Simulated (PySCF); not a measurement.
Species: C8H3F3.
Bonds: C1–C2 (triple), C2–C3, C3–C4 (double), C4–C5 (double), C5–C6, C6–C7 (triple), C5–C8, C8–F9, C8–F10, C8–F11. Hydrogens: H12 on C1; H13 on C3; H14 on C7.

Computed by this run: PySCF 2.14.0, PBE0-D3(BJ)/def2-SVP geometry optimisation, gas phase; density fitting, grid level 2; the optimiser is geomeTRIC in internal coordinates, started from a GFN2-xTB structure.

Step 1: E = -16460.0015 eV
```
atom  x, y, z in Å  |  force x, y, z in eV/Å
C1      3.4189   -0.9435    1.0997    0.137   0.002   0.112
C2      2.5072   -0.9586    0.3020   -0.020  -0.014  -0.039
C3      1.4484   -0.9961   -0.6471   -0.022  -0.030  -0.100
C4      0.3056   -0.3716   -0.4795    0.026   0.082   0.057
C5     -0.8317    0.2547   -0.2579   -0.010  -0.143  -0.040
C6     -1.0797    1.5969   -0.6654   -0.040  -0.074  -0.004
C7     -1.3246    2.7302   -1.0143   -0.029   0.177  -0.036
C8     -1.9351   -0.4746    0.5000    0.524   0.313  -0.123
F9     -1.6125   -1.7508    0.6696   -0.199  -0.096   0.090
F10    -3.0883   -0.4026   -0.1505   -0.143  -0.078   0.014
F11    -2.0955    0.0847    1.6976   -0.183  -0.093   0.065
H12     4.2243   -0.9257    1.8140   -0.060  -0.001  -0.057
H13     1.5986   -1.5850   -1.5649   -0.001   0.025   0.034
H14    -1.5375    3.7392   -1.3236    0.022  -0.072   0.026
```

Step 2: E = -16460.0091 eV
```
atom  x, y, z in Å  |  force x, y, z in eV/Å
C1      3.4754   -0.9493    1.0777   -0.011  -0.002  -0.021
C2      2.5413   -0.9537    0.3049   -0.057   0.037   0.033
C3      1.4578   -0.9786   -0.6182    0.001  -0.023  -0.098
C4      0.3091   -0.3651   -0.4447    0.047  -0.028   0.164
C5     -0.8384    0.2485   -0.2389   -0.032  -0.119   0.034
C6     -1.0796    1.5888   -0.6600   -0.085   0.033  -0.006
C7     -1.3147    2.7230   -1.0161    0.014  -0.011   0.018
C8     -1.9637   -0.4724    0.4946   -0.020   0.003   0.084
F9     -1.6804   -1.7540    0.6981    0.144  -0.015  -0.020
F10    -3.0986   -0.4127   -0.1926   -0.087   0.058  -0.188
F11    -2.1920    0.0879    1.6815    0.086   0.077   0.019
H12     4.2993   -0.9410    1.7676    0.005  -0.002   0.001
H13     1.5993   -1.5550   -1.5439   -0.006  -0.012  -0.019
H14    -1.5166    3.7307   -1.3303    0.001   0.004  -0.002
```

Question: Estimate the geometry and energy of step 3. (The exact step hangs on the optimiser's Hessian estimate; all steps are aligned on step 2, rigid shifts and turns removed.)

Answer: E = -16460.0135 eV, largest force 0.070 eV/Å
```
atom  x, y, z in Å  |  force x, y, z in eV/Å
C1      3.4710   -0.9520    1.0777   -0.030  -0.002  -0.034
C2      2.5377   -0.9588    0.3037    0.020  -0.006   0.016
C3      1.4578   -0.9878   -0.6228   -0.003   0.013  -0.019
C4      0.3150   -0.3680   -0.4366   -0.011   0.018   0.038
C5     -0.8309    0.2500   -0.2352   -0.008  -0.037   0.002
C6     -1.0840    1.5889   -0.6564    0.003   0.038  -0.019
C7     -1.3256    2.7228   -1.0094    0.021  -0.047   0.026
C8     -1.9562   -0.4663    0.4927   -0.035  -0.028   0.053
F9     -1.6632   -1.7444    0.7097    0.038   0.017   0.002
F10    -3.0824   -0.4161   -0.2146   -0.018   0.004  -0.037
F11    -2.1964    0.1065    1.6720    0.020   0.014  -0.034
H12     4.2941   -0.9420    1.7678    0.015   0.001   0.014
H13     1.5939   -1.5658   -1.5485   -0.006  -0.002   0.000
H14    -1.5325    3.7300   -1.3205   -0.008   0.017  -0.008
```

The energy changes by -0.0045 eV. The first-order estimate −F·Δx gives -0.0078 eV and the mean of the old and new forces, exact on a quadratic surface, -0.0046 eV. The step makes an angle of 69° with the force vector and moves no atom by more than 0.028 Å.

What follows is the cost of the whole optimisation. On one thread of an Arm Neoverse V1, no GPU, on a shared host, this took 2.3 min and 0.78 GiB of memory at its peak.
